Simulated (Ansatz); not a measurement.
```yaml
crystal:
  periodic: [false, false, false]
  atoms:
    - {symbol: F, position_ang: [-2.149851, 0.435300, 0.215513]}
    - {symbol: C, position_ang: [-1.074401, 1.038651, -0.434067]}
    - {symbol: Si, position_ang: [0.277910, -0.248501, -0.731407]}
    - {symbol: C, position_ang: [0.842997, -0.941997, 0.924022]}
    - {symbol: Cl, position_ang: [1.546838, 0.370763, 1.911108]}
    - {symbol: H, position_ang: [-1.438683, 1.469815, -1.372137]}
    - {symbol: H, position_ang: [-0.709996, 1.855807, 0.196310]}
    - {symbol: H, position_ang: [-0.261609, -1.360458, -1.559582]}
    - {symbol: H, position_ang: [1.421718, 0.397811, -1.425114]}
    - {symbol: H, position_ang: [1.604524, -1.713863, 0.811759]}
    - {symbol: H, position_ang: [0.006055, -1.360329, 1.484197]}
basis:
  gaussian: {orbitals: def2-SVPD, point_charges: [{charge: 1.00, position_ang: [5.175, 0.508, -0.717]}]}
hamiltonian: {xc: {name: B3LYP-D3}, pseudopotentials: {relativity: scalar}}
```

```sh
$ ansatz run in.yaml --threads 4 --pin off --events-out ev --progress --plain --max-ram 10444MiB
```

Shortened log:

```
Error: YAML parse error: error: line 17 column 19: hamiltonian.xc: no functional is named "B3LYP-D3"; the names, which are not case-sensitive, are SVWN5, SPW92, PBE, PBE0, PBEsol, revPBE, revPBE0, RPBE, rPW86-PBE, HSE06, wPBEh, LC-wPBE, HISS, HF, BLYP, B3LYP, B3LYP5, BHLYP, CAM-B3LYP, r2SCAN, r2SCANh, r2SCAN0, r2SCAN50, m-r2SCAN, B97, wB97, wB97X, wB97X-V, B97M-V, wB97M-V, B2PLYP, B2GP-PLYP, PBE0-DH, PBE-QIDH
15 | basis:
16 |   gaussian: {orbitals: def2-SVPD, point_charges: [{charge: 1.00, position_ang: [5.1…
17 | hamiltonian: {xc: {name: B3LYP-D3}, pseudopotentials: {relativity: scalar}}
```

(1) Something in this input is off. What?

Answers

(1) The method's name isn't one that the program takes here. The input was rejected before any iteration.

HSE06 is defined as in plane-wave codes.
